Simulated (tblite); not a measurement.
Species: C4H10FNSi2.
Atom-mapped SMILES: `[N:1]#[C:2][CH2:3][SiH2:4][CH2:5][SiH2:6][CH2:7][F:8]` (hydrogens: H9, H10 on C3; H11, H12 on Si4; H13, H14 on C5; H15, H16 on Si6; H17, H18 on C7)

Computed geometry: GFN2-xTB, gas phase.

(1) List the bond lengths, angles and torsions at this level.

## Answers

(1) 
| bond | length (Å) | order |
| --- | --- | --- |
| N1≡C2 | 1.145 | triple |
| C2–C3 | 1.425 | single |
| C3–Si4 | 1.920 | single |
| Si4–C5 | 1.905 | single |
| C5–Si6 | 1.901 | single |
| Si6–C7 | 1.922 | single |
| C7–F8 | 1.386 | single |
| C3–H9, C3–H10 | 1.090 | single |
| Si4–H11, Si4–H12 | 1.467 | single |
| C5–H13, C5–H14 | 1.090 | single |
| Si6–H15, Si6–H16 | 1.465 | single |
| C7–H17, C7–H18 | 1.092 | single |

Bonds in one row agree within 0.01 Å and their mean is given. Orders are formal, as drawn. A selection of angles:
| angle | degrees |
| --- | --- |
| N1–C2–C3 | 178.1 |
| C2–C3–Si4 | 110.8 |
| C2–C3–H9 | 108.9 |
| Si4–C3–H9 | 110.3 |
| H9–C3–H10 | 108.1 |
| C3–Si4–C5 | 109.1 |
| C3–Si4–H11 | 107.3 |
| C5–Si4–H11 | 112.5 |
| C5–Si4–H12 | 109.5 |
| H11–Si4–H12 | 109.9 |
| Si4–C5–Si6 | 117.2 |
| Si4–C5–H13 | 108.3 |
| Si6–C5–H13 | 109.2 |
| Si6–C5–H14 | 107.4 |
| H13–C5–H14 | 106.0 |
| C5–Si6–C7 | 108.4 |
| C5–Si6–H15 | 111.8 |
| C7–Si6–H15 | 107.5 |
| C7–Si6–H16 | 105.8 |
| H15–Si6–H16 | 111.6 |
| Si6–C7–F8 | 109.9 |
| Si6–C7–H17 | 113.3 |
| F8–C7–H17 | 106.1 |
| H17–C7–H18 | 108.4 |

Dihedral angles: C2–C3–Si4–C5 47° (synclinal); C3–Si4–C5–Si6 48° (synclinal); Si4–C5–Si6–C7 52° (synclinal); C5–Si6–C7–F8 -65° (synclinal). The mirror-image conformer, all signs reversed, is as good.

Si6 (SiH2 silicon) is distorted tetrahedral (angles from 105.8° to 111.8°). Si4 (SiH2 silicon) is tetrahedral (angles from 107.3° to 112.5°). The C–Si distances run from 1.901 Å (C5–Si6, drawn single) to 1.922 Å (Si6–C7, drawn single), a spread of 0.021 Å. Of the pairs four or more bonds apart, Si4···F8 is among the closest relative to their van der Waals radii: 3.31 Å, 93 % of the sum of Bondi's values.

Point group: C1 (no symmetry element, even within 0.4 Å). Its GFN2-xTB frequencies are all real (lowest 39 cm⁻¹). The numbers are those of one conformer. 3 starts were optimised and ended at 0.00, 1.75 and 2.22 kcal/mol (GFN2-xTB); the lowest of these is shown.
